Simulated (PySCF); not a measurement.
C3H6Cl, doublet, geometry from GFN2-xTB; HF/6-31G* in PySCF.

Input for PySCF:
```python
from pyscf import gto, scf

mol = gto.Mole()
mol.atom = '''
    C     0.88196835   -0.69035601   -0.06520633
    C     2.33446101   -0.22289527   -0.00871853
    C    -0.04521944    0.45133341   -0.21727741
    H     0.63004599   -1.24911322    0.84093252
    H     0.77187846   -1.39427599   -0.90612752
    H     3.00027462   -1.07594315    0.09232763
    Cl   -1.68930543    0.26027060    0.15334852
    H     2.59685791    0.31448981   -0.91653331
    H     2.48724108    0.43935498    0.83925443
    H     0.20463477    1.31239464   -0.80956506
'''
mol.basis = '6-31g*'
mol.spin = 1
mol.verbose = 4
mol.build()

mf = scf.UHF(mol)
mf.kernel()
mf.analyze()
```

Output, abridged:

```
PySCF version 2.14.0

[INPUT] verbose = 4
[INPUT] num. atoms = 10
[INPUT] num. electrons = 41
[INPUT] charge = 0
[INPUT] spin (= nelec alpha-beta = 2S) = 1
[INPUT] symmetry False subgroup None
[INPUT] Mole.unit = angstrom
[INPUT] Symbol           X                Y                Z      unit          X                Y                Z       unit  Magmom
[...]
nuclear repulsion = 150.550847732941
number of shells = 38
number of NR pGTOs = 156
number of NR cGTOs = 72
basis = 6-31g*
ecp = {}

******** <class 'pyscf.scf.uhf.UHF'> ********
method = UHF
initial guess = minao
damping factor = 0
level_shift factor = 0
DIIS = <class 'pyscf.scf.diis.CDIIS'>
diis_start_cycle = 1
diis_space = 8
diis_damp = 0
SCF conv_tol = 1e-09
SCF conv_tol_grad = None
SCF max_cycles = 50
direct_scf = True
direct_scf_tol = 1e-13
number electrons alpha = 21  beta = 20
Set gradient conv threshold to 3.16228e-05
init E= -577.078539961907

cycle= 1 E= -576.470767300511  delta_E= 0.608  |g|= 0.28  |ddm|= 1.94
cycle= 2 E= -576.523029513366  delta_E= -0.0523  |g|= 0.122  |ddm|= 0.453
cycle= 3 E= -576.532215968135  delta_E= -0.00919  |g|= 0.0421  |ddm|= 0.156
cycle= 4 E= -576.534161170585  delta_E= -0.00195  |g|= 0.012  |ddm|= 0.0859
cycle= 5 E= -576.53442571551  delta_E= -0.000265  |g|= 0.00555  |ddm|= 0.0295
cycle= 6 E= -576.534488110891  delta_E= -6.24e-05  |g|= 0.00219  |ddm|= 0.0164
cycle= 7 E= -576.534498143467  delta_E= -1e-05  |g|= 0.000849  |ddm|= 0.00753
cycle= 8 E= -576.53449954019  delta_E= -1.4e-06  |g|= 0.00036  |ddm|= 0.00278
cycle= 9 E= -576.534499831924  delta_E= -2.92e-07  |g|= 0.000131  |ddm|= 0.00142
cycle= 10 E= -576.534499867767  delta_E= -3.58e-08  |g|= 4.59e-05  |ddm|= 0.000515
cycle= 11 E= -576.534499871879  delta_E= -4.11e-09  |g|= 1.71e-05  |ddm|= 0.000166
cycle= 12 E= -576.534499872389  delta_E= -5.1e-10  |g|= 7.21e-06  |ddm|= 5.45e-05
Extra cycle  E= -576.534499872456  delta_E= -6.71e-11  |g|= 4.54e-06  |ddm|= 1.2e-05
converged SCF energy = -576.534499872456  <S^2> = 0.76464996  2S+1 = 2.0145967
**** SCF Summaries ****
Total Energy =                        -576.534499872455626
Nuclear Repulsion Energy =             150.550847732941236
One-electron Energy =                -1091.039436706299739
Two-electron Energy =                  363.954089100902934
Two-electron Coulomb Energy =          409.269751539990011
DFT Exchange-Correlation Energy =      -45.315662439087077
**** MO energy ****
                             alpha | beta                alpha | beta
[...]
To work with the spin densities directly, `use mulliken_meta_spin()` only printing them here.

 ** Mulliken spin pop alpha/beta on meta-lowdin orthogonal AOs **
 ** Mulliken Spin Density (per AO)  **
spin_pop of  0 C 1s        0.00000
spin_pop of  0 C 2s       -0.01510
spin_pop of  0 C 3s        0.00006
spin_pop of  0 C 2px      -0.02166
spin_pop of  0 C 2py      -0.03341
spin_pop of  0 C 2pz      -0.02439
spin_pop of  0 C 3px       0.00014
spin_pop of  0 C 3py       0.00003
spin_pop of  0 C 3pz       0.00029
spin_pop of  0 C 3dxy     -0.00009
spin_pop of  0 C 3dyz      0.00059
spin_pop of  0 C 3dz^2    -0.00006
spin_pop of  0 C 3dxz      0.00010
spin_pop of  0 C 3dx2-y2    0.00019
spin_pop of  1 C 1s       -0.00000
spin_pop of  1 C 2s        0.00327
spin_pop of  1 C 3s        0.00001
spin_pop of  1 C 2px       0.00677
spin_pop of  1 C 2py       0.00197
spin_pop of  1 C 2pz       0.00196
spin_pop of  1 C 3px       0.00006
spin_pop of  1 C 3py       0.00005
spin_pop of  1 C 3pz      -0.00002
spin_pop of  1 C 3dxy     -0.00001
spin_pop of  1 C 3dyz     -0.00000
spin_pop of  1 C 3dz^2    -0.00000
spin_pop of  1 C 3dxz     -0.00002
spin_pop of  1 C 3dx2-y2    0.00003
spin_pop of  2 C 1s       -0.00000
spin_pop of  2 C 2s        0.09109
spin_pop of  2 C 3s       -0.00052
spin_pop of  2 C 2px       0.08009
spin_pop of  2 C 2py       0.18763
spin_pop of  2 C 2pz       0.68907
spin_pop of  2 C 3px       0.00015
spin_pop of  2 C 3py       0.00095
spin_pop of  2 C 3pz       0.00440
spin_pop of  2 C 3dxy     -0.00013
spin_pop of  2 C 3dyz     -0.00094
spin_pop of  2 C 3dz^2    -0.00076
spin_pop of  2 C 3dxz     -0.00030
spin_pop of  2 C 3dx2-y2    0.00012
spin_pop of  3 H 1s        0.01809
spin_pop of  3 H 2s        0.00005
spin_pop of  4 H 1s        0.05409
spin_pop of  4 H 2s        0.00023
spin_pop of  5 H 1s       -0.00135
spin_pop of  5 H 2s       -0.00002
spin_pop of  6 Cl 1s       -0.00000
spin_pop of  6 Cl 2s        0.00000
spin_pop of  6 Cl 3s        0.00168
spin_pop of  6 Cl 4s        0.00050
spin_pop of  6 Cl 2px      -0.00000
spin_pop of  6 Cl 2py       0.00000
spin_pop of  6 Cl 2pz       0.00000
spin_pop of  6 Cl 3px      -0.04477
spin_pop of  6 Cl 3py       0.01190
spin_pop of  6 Cl 3pz       0.03910
spin_pop of  6 Cl 4px       0.00014
spin_pop of  6 Cl 4py       0.00037
spin_pop of  6 Cl 4pz       0.00122
spin_pop of  6 Cl 3dxy      0.00017
spin_pop of  6 Cl 3dyz      0.00001
spin_pop of  6 Cl 3dz^2     0.00028
spin_pop of  6 Cl 3dxz      0.00139
spin_pop of  6 Cl 3dx2-y2    0.00003
spin_pop of  7 H 1s       -0.00138
spin_pop of  7 H 2s        0.00000
spin_pop of  8 H 1s       -0.00098
spin_pop of  8 H 2s        0.00016
spin_pop of  9 H 1s       -0.05282
spin_pop of  9 H 2s        0.00029
 ** Mulliken Spin Density (per atom)  **
spin density of  0 C =     -0.09332
spin density of  1 C =      0.01408
spin density of  2 C =      1.05085
spin density of  3 H =      0.01815
spin density of  4 H =      0.05432
spin density of  5 H =     -0.00136
spin density of  6 Cl =      0.01202
spin density of  7 H =     -0.00138
spin density of  8 H =     -0.00082
spin density of  9 H =     -0.05253
 ** Mulliken pop alpha/beta on meta-lowdin orthogonal AOs **
 ** Mulliken pop       alpha | beta **
In total            21.00000 | 20.00000
 ** Mulliken atomic charges   ( Nelec_alpha | Nelec_beta ) **
charge of  0C =     -0.14210  (     3.02439      3.11771 )
charge of  1C =     -0.25633  (     3.13521      3.12113 )
charge of  2C =     -0.10161  (     3.57623      2.52538 )
charge of  3H =      0.09528  (     0.46143      0.44329 )
charge of  4H =      0.08692  (     0.48370      0.42938 )
charge of  5H =      0.09269  (     0.45298      0.45434 )
charge of  6Cl =     -0.06461  (     8.53831      8.52630 )
charge of  7H =      0.08589  (     0.45636      0.45775 )
charge of  8H =      0.09002  (     0.45458      0.45540 )
charge of  9H =      0.11385  (     0.41681      0.46934 )
Dipole moment(X, Y, Z, Debye):  1.77593, -0.12552, -0.48815
```
